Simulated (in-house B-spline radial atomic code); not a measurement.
A fraction x of an electron is added to 3p in neutral silicon, starting from [Ne] 3s2 3p2 and keeping the highest spin. All numbers are computed (non-relativistic LDA exchange-only, spin-polarised, spherical fractional occupations; point nucleus) with an all-electron radial atomic-structure program (B-spline basis), not measured.

```json
{"x": "0", "E(x) - E(0) (eV)": "0.0000", "3p up level (eV)": "-3.907"}
{"x": "0.1", "E(x) - E(0) (eV)": "-0.3582", "3p up level (eV)": "-3.261"}
{"x": "0.2", "E(x) - E(0) (eV)": "-0.6529", "3p up level (eV)": "-2.635"}
{"x": "0.3", "E(x) - E(0) (eV)": "?", "3p up level (eV)": "?"}
{"x": "0.4", "E(x) - E(0) (eV)": "-1.0595", "3p up level (eV)": "-1.447"}
{"x": "0.5", "E(x) - E(0) (eV)": "?", "3p up level (eV)": "?"}
{"x": "0.6", "E(x) - E(0) (eV)": "-1.2385", "3p up level (eV)": "-0.363"}
```

(1) What belongs in the row x = 0.3?

(2) What belongs in the row x = 0.5?

(3) Check Janak's theorem between x = 0.1 and 0.2.

(4) Up to what added charge does this functional bind the extra electron?

Results:

(1) An energy change of -0.8859 eV; 3p up at -2.029 eV.

(2) An energy change of -1.1761 eV; 3p up at -0.890 eV.

(3) The slope of the energy is -2.95 eV; the orbital levels give -2.95 eV (ε of the filling orbital, averaged over the two points).

(4) The highest level rises by about 5.3 eV per electron near x = 0.6 and would reach zero near x = 0.67, so a whole extra electron isn't bound at the basis-set limit.
